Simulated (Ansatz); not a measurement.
Calculated with Ansatz (gas phase, PBE0-D4/def2-TZVP geometries, no zero-point term in ΔE). CCSD(T)/CBS adds triple-zeta CCSD(T) − MP2 to the extrapolated MP2 energy (def2 sets, frozen cores). DFT in def2-TZVPP. B3LYP here is the variant with VWN-RPA as its local correlation; programs differ in this. For Br outer-core shells are correlated without core-valence functions, which leaves a few kJ/mol of doubt a bond. Scalar relativity is left out up to krypton. Each species was taken in one conformer, which may not be the lowest.

Reaction (substitution at a C–C bond): `CCC(C)Br` + `BC(=C)S` → `BC(=C)SC` + `CC(C)Br`

```json
{"level": "B2PLYP", "ΔE (eV)": "0.07"}
{"level": "B3LYP", "ΔE (eV)": "0.06"}
{"level": "HF/def2-QZVPP", "ΔE (eV)": "0.11"}
{"level": "HF/CBS(def2)", "ΔE (eV)": "0.11"}
```

(1) What does CCSD(T)/CBS give? (Best estimate.)

Largest T1 diagnostic among the species: 0.012.

Answers

(1) The calculation gave: +0.10 eV. The listed levels differ from it by -0.03, -0.04, 0.01, 0.01 eV.
